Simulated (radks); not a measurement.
Problem. A nucleus of charge 17.8 with 17 electrons, configuration [Ne] 3s2 3p5. Calculated with a radial shooting solver on a logarithmic mesh with Libxc functionals: scalar-relativistic Kohn-Sham, PBE, spin-polarised, spherical densities, point nucleus; open shells are filled with parallel spins first. Some entries of the table are withheld. Estimate them.

orbital,occ.,eigenvalue (eV),r(max) (bohr),<r> (bohr)
1s up,1,-3055.674,0.05671,0.08673
1s down,1,-3055.479,0.05671,0.08673
2s up,1,-298.6721,0.3429,(1)
2s down,1,-298.4999,0.3430,(2)
2p up,3,-232.8522,0.2847,0.3822
2p down,3,-232.6034,0.2848,0.3822
3s up,1,-33.7043,1.186,1.397
3s down,1,-32.6040,1.186,1.402
3p up,3,-19.5887,1.290,1.594
3p down,2,-18.5713,1.293,1.610

Solution. 
(1) 2s up <r> (bohr): 0.4197
(2) 2s down <r> (bohr): 0.4196
